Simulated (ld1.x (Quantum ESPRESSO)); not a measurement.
# Au (Z = 79): ultrasoft pseudisation with PBE, fully relativistic reference atom.

```json
{
 "Element": "gold (Au)",
 "Generator": "ld1.x (Quantum ESPRESSO) 7.5",
 "Type": "ultrasoft",
 "Functional": "PBE",
 "Relativity": "fully relativistic",
 "Frozen core": "[Kr] 4d10 4f14 5s2",
 "Valence charge": "17",
 "Reference configuration": "5p6 5d9 6s0 6p0 (charge +2)",
 "Partial waves": "6s (bound, empty): rcut 1.60, rcutus 1.85 bohr; 6s channel at -0.4 Ry: rcut 1.60, rcutus 1.85 bohr; 5p (bound): rcut 1.40, rcutus 1.45 bohr; 6p (bound, empty): rcut 1.40, rcutus 1.45 bohr; 5d (bound): rcut 1.30, rcutus 1.60 bohr; 5d channel at -1.4 Ry: rcut 1.30, rcutus 1.60 bohr",
 "Local potential": "all-electron potential smoothed inside 1.70 bohr (lloc = -1)",
 "Core correction": "none",
 "Augmentation charge": "PSQ, inside the norm-conserving radii"
}
```

Open shells are filled in proportion to 2j + 1 (rel_dist='average').

All-electron outer shells of the reference configuration (PBE, scalar-relativistic, ld1.x):

```json
{"shell": "4f", "level (eV)": "-102.84", "outermost node (bohr)": "–", "outermost maximum (bohr)": "0.37"}
{"shell": "5p", "level (eV)": "-81.30", "outermost node (bohr)": "0.52", "outermost maximum (bohr)": "0.96"}
{"shell": "5d", "level (eV)": "-27.33", "outermost node (bohr)": "0.56", "outermost maximum (bohr)": "1.20"}
{"shell": "6s", "level (eV)": "-22.76", "outermost node (bohr)": "1.10", "outermost maximum (bohr)": "2.13"}
{"shell": "6p", "level (eV)": "-14.61", "outermost node (bohr)": "1.29", "outermost maximum (bohr)": "2.70"}
```

Question: Is a potential produced?

Answer: No. ld1.x (Quantum ESPRESSO) 7.5 stopped with "chargeps: negative rho": the spherical valence density built from the smooth waves and the augmentation charge turned negative at some radius.
